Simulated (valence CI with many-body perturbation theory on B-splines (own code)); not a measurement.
**Forbidden lines of Sm²¹⁺**

Calculated by relativistic CI+MBPT: five valence electrons over a frozen Dirac-Fock core [Kr], radial functions for each j: 7 s, 7 p, 8 d, 6 f, 4 g, 1 h, with the one-electron correlation potential Σ1 (screened to all orders), the two-electron term Σ2, the three-electron term Σ3, Breit, model QED; selected single and double excitations, second order for the rest, scaled by the run's own slope (own B-spline code, finite nucleus).

No measured spectrum was set against this ion. As an estimate, terms of the open shell hold to 2 to 4 % of their energy, and close levels can change places. Among the levels kept, up to 450 cm⁻¹ of a level comes from second order outside the variational space, and about a tenth of that is noise between levels of different J, which matters for small intervals. The list stops below the first excitations out of the core.

Lines 1 to 50 of 120 in falling wavelength, among levels below 704170 cm⁻¹, chosen from the decays that carry over 1 % of a level's rate. Wavelengths and rates use the calculated energies, so an error of 2000 cm⁻¹ moves a line at 7216 Å by 14 % and its rate by three times that or more. Electric multipoles are in the length gauge, E1 and E2 with the static RPA response of the core. Weak lines are less certain than strong ones. Lines between different terms over intervals too small for the method are left out, as are lines whose strength nearly cancels. Branching is blank where the lifetime is uncertain.

Levels are named by their leading jj configuration (3d3/2^4 stands for four electrons in 3d with j = 3/2), which in mixed levels can hold well under half, so a name can repeat and another be missing. Letters in brackets count levels of one name in rising energy.

```tsv
λ vac (Å)	Upper	Lower	Type	A (s⁻¹)	Branch %
21670	(4d3/2^3 4d5/2^2) J=11/2	(4d3/2^3 4d5/2^2) J=7/2 [a]	E2	8.34e-08	
17750	(4d3/2^3 4d5/2^2) J=9/2	(4d3/2^3 4d5/2^2) J=11/2	M1	3.12e+00	12.8
9757	(4d3/2^3 4d5/2^2) J=9/2	(4d3/2^3 4d5/2^2) J=7/2 [a]	M1	2.11e+01	86.8
8719	(4d3/2^2 4d5/2^3) J=13/2	(4d3/2^2 4d5/2^3) J=11/2	M1	1.15e+01	4.5
7341	(4d3/2^3 4d5/2^2) J=3/2 [b]	(4d3/2^2 4d5/2^3) J=5/2 [a]	M1	1.07e+01	1.3
7216	(4d3/2^3 4d5/2^2) J=1/2	(4d3/2^3 4d5/2^2) J=3/2 [a]	M1	1.06e+02	99.7
6114	(4d3/2^2 4d5/2^3) J=7/2 [b]	(4d3/2^2 4d5/2^3) J=5/2 [b]	M1	2.17e+01	2.4
6024	(4d3/2^3 4d5/2^2) J=7/2 [b]	(4d3/2^3 4d5/2^2) J=5/2	M1	6.70e+01	17.3
5750	(4d3/2^3 4d5/2^2) J=7/2 [b]	(4d3/2^3 4d5/2^2) J=9/2	M1	4.54e+00	1.2
4508	(4d3/2^2 4d5/2^3) J=3/2 [a]	(4d3/2^2 4d5/2^3) J=5/2 [a]	M1	1.46e+02	2.8
4378	(4d3/2^2 4d5/2^3) J=9/2 [a]	(4d3/2^3 4d5/2^2) J=7/2 [b]	M1	1.23e+02	10.9
4321	(4d3/2^3 4d5/2^2) J=7/2 [a]	(4d3/2^4 4d5/2) J=5/2 [b]	M1	2.19e+02	34.0
4279	(4d3/2^2 4d5/2^3) J=9/2 [b]	(4d3/2^2 4d5/2^3) J=9/2 [a]	M1	7.25e+01	1.9
4232	(4d3/2^2 4d5/2^3) J=5/2 [c]	(4d3/2^2 4d5/2^3) J=3/2 [a]	M1	4.61e+01	1.2
3908	(4d3/2^3 4d5/2^2) J=3/2 [a]	(4d3/2^4 4d5/2) J=5/2 [b]	M1	1.20e+02	4.4
3738	(4d3/2^2 4d5/2^3) J=7/2 [b]	(4d3/2^2 4d5/2^3) J=9/2 [a]	M1	2.75e+01	3.1
3618	(4d3/2^3 4d5/2^2) J=7/2 [b]	(4d3/2^3 4d5/2^2) J=7/2 [a]	M1	1.49e+02	38.5
3462	(4d3/2 4d5/2^4) J=7/2 [a]	(4d3/2^2 4d5/2^3) J=5/2 [c]	M1	1.54e+02	2.7
3423	(4d3/2^2 4d5/2^3) J=9/2 [c]	(4d3/2^2 4d5/2^3) J=7/2 [b]	M1	7.34e+01	4.0
3239	(4d3/2^3 4d5/2^2) J=3/2 [b]	(4d3/2^3 4d5/2^2) J=1/2	M1	4.29e+01	5.2
3210	(4d3/2^2 4d5/2^3) J=7/2 [a]	(4d3/2^3 4d5/2^2) J=5/2	M1	2.25e+02	16.5
3192	(4d3/2^2 4d5/2^3) J=3/2 [b]	(4d3/2^2 4d5/2^3) J=3/2 [a]	M1	1.91e+02	12.6
3130	(4d3/2^2 4d5/2^3) J=7/2 [a]	(4d3/2^3 4d5/2^2) J=9/2	M1	4.40e+02	32.2
3107	(4d3/2^2 4d5/2^3) J=5/2 [c]	(4d3/2^3 4d5/2^2) J=3/2 [b]	M1	3.33e+02	8.9
3068	(4d3/2^2 4d5/2^3) J=9/2 [c]	(4d3/2^2 4d5/2^3) J=9/2 [b]	M1	4.35e+02	23.6
3009	(4d3/2^2 4d5/2^3) J=5/2 [b]	(4d3/2^3 4d5/2^2) J=7/2 [b]	M1	1.85e+02	6.6
2980	(4d3/2^2 4d5/2^3) J=5/2 [a]	(4d3/2^3 4d5/2^2) J=7/2 [a]	M1	4.08e+02	11.6
2966	(4d3/2^2 4d5/2^3) J=1/2 [a]	(4d3/2^3 4d5/2^2) J=1/2	M1	9.99e+02	47.6
2925	(4d3/2^3 4d5/2^2) J=5/2	(4d3/2^4 4d5/2) J=5/2 [b]	M1	1.11e+03	85.0
2907	(4d3/2 4d5/2^4) J=7/2 [a]	(4d3/2^2 4d5/2^3) J=9/2 [b]	M1	2.38e+02	4.2
2892	(4d3/2^2 4d5/2^3) J=11/2	(4d3/2^3 4d5/2^2) J=9/2	M1	1.89e+02	15.6
2854	(4d3/2^2 4d5/2^3) J=7/2 [b]	(4d3/2^2 4d5/2^3) J=7/2 [a]	M1	2.10e+02	23.5
2767	(4d3/2^3 4d5/2^2) J=3/2 [b]	(4d3/2^3 4d5/2^2) J=5/2	M1	1.32e+02	15.8
2747	(4d3/2 4d5/2^4) J=5/2 [a]	(4d3/2^2 4d5/2^3) J=3/2 [a]	M1	4.24e+02	5.2
2690	(4d3/2^2 4d5/2^3) J=5/2 [c]	(4d3/2^2 4d5/2^3) J=7/2 [a]	M1	3.31e+02	8.9
2647	(4d3/2^4 4d5/2) J=5/2 [b]	(4d3/2^4 4d5/2) J=5/2 [a]	M1	1.28e+03	100.0
2606	(4d3/2^2 4d5/2^3) J=1/2 [b]	(4d3/2^2 4d5/2^3) J=3/2 [a]	M1	2.75e+02	7.5
2536	(4d3/2^2 4d5/2^3) J=3/2 [a]	(4d3/2^3 4d5/2^2) J=1/2	M1	1.26e+02	2.4
2487	(4d3/2^2 4d5/2^3) J=11/2	(4d3/2^3 4d5/2^2) J=11/2	M1	1.02e+03	84.4
2474	(4d3/2 4d5/2^4) J=11/2	(4d3/2^2 4d5/2^3) J=9/2 [b]	M1	2.72e+02	5.0
2370	(4d3/2^2 4d5/2^3) J=7/2 [a]	(4d3/2^3 4d5/2^2) J=7/2 [a]	M1	4.14e+02	30.3
2237	(4d3/2^2 4d5/2^3) J=3/2 [a]	(4d3/2^3 4d5/2^2) J=5/2	M1	2.35e+02	4.5
2235	(4d3/2^3 4d5/2^2) J=3/2 [b]	(4d3/2^3 4d5/2^2) J=3/2 [a]	M1	9.47e+01	11.4
2183	(4d3/2^2 4d5/2^3) J=5/2 [c]	(4d3/2^2 4d5/2^3) J=5/2 [a]	M1	3.17e+02	8.5
2180	(4d3/2^2 4d5/2^3) J=9/2 [a]	(4d3/2^3 4d5/2^2) J=11/2	M1	4.29e+02	37.8
2164	(4d3/2^2 4d5/2^3) J=9/2 [b]	(4d3/2^3 4d5/2^2) J=7/2 [b]	M1	2.53e+02	6.6
2130	(4d3/2^2 4d5/2^3) J=1/2 [b]	(4d3/2^3 4d5/2^2) J=3/2 [b]	M1	4.76e+01	1.3
2111	(4d3/2 4d5/2^4) J=7/2 [a]	(4d3/2^2 4d5/2^3) J=5/2 [b]	M1	8.56e+02	15.2
2102	(4d3/2^2 4d5/2^3) J=1/2 [a]	(4d3/2^3 4d5/2^2) J=3/2 [a]	M1	1.10e+03	52.3
2016	(4d3/2^2 4d5/2^3) J=7/2 [b]	(4d3/2^3 4d5/2^2) J=7/2 [b]	M1	1.06e+02	11.9
```
